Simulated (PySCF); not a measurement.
Ga(Cl)3 cation (Cl3Ga), SMILES [Cl][Ga]([Cl])[Cl] (connectivity only; charge and spin as stated), charge +1, multiplicity 2.

The structure is a stationary point at PBE-D3(BJ)/def2-SVP. The spin state was assumed, not searched. The isomer is the one that the SMILES or the coordinates give; other isomers of the formula were not compared.

These are PySCF 2.14.0 with PBE-D3(BJ)/def2-SVP values and carry that method's errors.

Frequencies are harmonic and unscaled.

```tsv
mode	ν (cm⁻¹)	IR (km/mol)	moving atoms (share of kinetic energy)
1	83	3.4	Cl 66 %, Ga 34 %
2	104	5.5	Ga 59 %, Cl 41 %
3	136	2.7	Cl 89 %, Ga 11 %
4	308	0.0	Cl 74 %, Ga 26 %
5	348	1.6	Cl 98 %
6	513	44.8	Cl 53 %, Ga 47 %
```
